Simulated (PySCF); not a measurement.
Compound: C7H12O2S.
Z-matrix (Å and degrees, GFN2-xTB geometry), rows numbered from 1:
```
C 
C   1  1.5244
C   2  1.5292  1  111.92
C   3  1.5391  2  113.27  1   -68.79
C   4  1.5411  3  103.28  2  -123.49
O   5  1.4064  4  114.08  3   -92.64
C   6  1.3910  5  115.41  4    51.39
S   7  1.8369  6  113.65  5    51.50
C   3  1.5426  2  111.30  1   177.17
O   9  1.3945  3  106.49  2    98.55
H   1  1.0869  2  110.20  3  -179.39
H   1  1.0876  2  110.39  3   -59.74
H   1  1.0872  2  111.18  3    60.51
H   2  1.0922  1  110.12  3  -121.70
H   2  1.0922  1  109.01  3   120.12
H   3  1.0931  2  108.60  1    56.11
H   4  1.0886  3  110.89  2    -7.38
H   4  1.0878  3  113.91  2   115.84
H   5  1.0923  4  114.39  3   146.71
H   7  1.0971  6  112.23  5   -70.46
H   7  1.0896  6  107.06  5   168.97
H   9  1.0885  3  114.97  2   -22.63
```

Probes without a nucleus sit at each ring's centroid and 1 Å off its mean plane on both sides; NICS is minus the shielding there, NICSzz its component along the normal. Level: GIAO PBE0/pcSseg-1 (PySCF, non-relativistic, gas phase) on the GFN2-xTB geometry, one conformer.

Ring bond lengths (Å), with Mayer bond orders in brackets: C3–C4 1.539 (0.99), C4–C5 1.541 (1.02), C5–O10 1.404 (0.95), O10–C9 1.395 (0.93), C9–C3 1.543 (0.91); C5–O6 1.406 (0.95), O6–C7 1.391 (0.94), C7–S8 1.837 (0.98), S8–C9 1.841 (1.01), C9–O10 1.395 (0.93), O10–C5 1.404 (0.95).

Question: What do the NICS probes read (ppm)?

Answer: 
```csv
ring,type,NICS(0),"NICS(1), two faces","NICS(1)zz, two faces",rms pucker (Å),"centre to ring atoms, mean (Å)"
C3–C4–C5–O10–C9,5-membered ring with O; formal bonds all single,-6.7,-3.6 / -4.7,-12.2 / -7.7,0.18,1.24
C5–O6–C7–S8–C9–O10,6-membered ring with 2 O and S; formal bonds all single,-3.2,-1.0 / -4.3,3.5 / -0.1,0.27,1.46
```

Question: What can be read from them?

Answer: 
- C3–C4–C5–O10–C9: mean NICS(1)zz -9.9 ppm, shielded. C3, C4, C5, C9 have four or more neighbours, so the value isn't read as a sign of a π ring current. The two faces differ by 4.5 ppm, so no symmetry operation interchanges them.
- C5–O6–C7–S8–C9–O10: mean NICS(1)zz 1.7 ppm, near zero. C5, C7, C9 have four or more neighbours; no verdict on aromaticity is drawn. The two faces differ by 3.6 ppm, so no symmetry operation interchanges them.

Question: What field does 11.7 T along the ring normal induce along that normal at the first NICS(1) probe listed for ring C3–C4–C5–O10–C9, 1 Å off the ring?

Answer: NICSzz × B0 = -12.2 ppm × 11.7 T = -143 μT, against the applied field.

Question: How shielded are the nuclei of the rings and their hydrogens (means over atoms taken as equivalent)?

Answer: 
```tsv
atoms	environment	σ isotropic (ppm)	principal values of the symmetric part, first atom (ppm)
C3	sp3 CH carbon	133.1	110.9, 129.2, 159.2
C4	ring CH2 carbon	148.5	133.0, 147.6, 164.9
C5	sp3 carbon bearing two oxygens	80.2	52.9, 86.2, 101.6
O6	cyclic ether oxygen	245.3	139.6, 255.1, 341.3
C7	sp3 carbon bound to oxygen	120.6	90.1, 112.7, 159.1
S8	sulfide sulfur	423.1	174.6, 516.1, 578.4
C9	sp3 carbon bound to oxygen	93.8	66.6, 90.8, 123.9
O10	cyclic ether oxygen	219.5	150.9, 184.0, 323.6
H16	methine hydrogen	29.21	24.4, 30.4, 32.8
H17	methylene hydrogen	30.23	24.9, 29.9, 36.0
H18	methylene hydrogen	29.41	25.7, 27.9, 34.6
H19	methine hydrogen	26.17	22.4, 24.6, 31.5
H20	methylene hydrogen	26.12	22.0, 25.6, 30.8
H21	methylene hydrogen	26.84	21.9, 25.0, 33.6
```

The list is cut; further classes of hydrogen are left out.

Hardware: Arm Neoverse V1, one thread, no GPU, shared host. Cost: 52 s of wall time, 1.1 GiB resident at most. This is the whole shielding run at PBE0/pcSseg-1, SCF included.
